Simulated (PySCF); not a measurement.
C2H4F2, SMILES CC(F)F (connectivity only; charge and spin as stated), charge +1, multiplicity 2. Atoms are numbered in the order given.

```xyz
8

C     -1.4949     0.1005     0.0000
C      0.1858    -0.3178     0.0000
F      0.7229     0.1217    -1.0726
F      0.7229     0.1217     1.0726
H     -1.3451     1.1945     0.0000
H     -1.8928    -0.3276    -0.9283
H     -1.8928    -0.3276     0.9283
H     -0.0278    -1.4253     0.0000
```
Charge +1, spin multiplicity 2.

Geometry optimised at PBE0-D3(BJ)/def2-SVP. The spin state was assumed, not searched.

All values below come from PySCF with PBE/def2-TZVPD.

Mulliken values depend strongly on the basis, most of all with diffuse functions as here. Atomic charges (e):

| atom | Mulliken | meta-Löwdin | Mulliken spin |
|---|---|---|---|
| C1 | -0.55 | -0.23 | 0.32 |
| C2 | 0.50 | 0.52 | 0.20 |
| F3 | -0.02 | -0.07 | 0.14 |
| F4 | -0.02 | -0.07 | 0.14 |
| H5 | 0.25 | 0.21 | 0.06 |
| H6 | 0.33 | 0.20 | 0.00 |
| H7 | 0.33 | 0.20 | 0.00 |
| H8 | 0.18 | 0.23 | 0.13 |
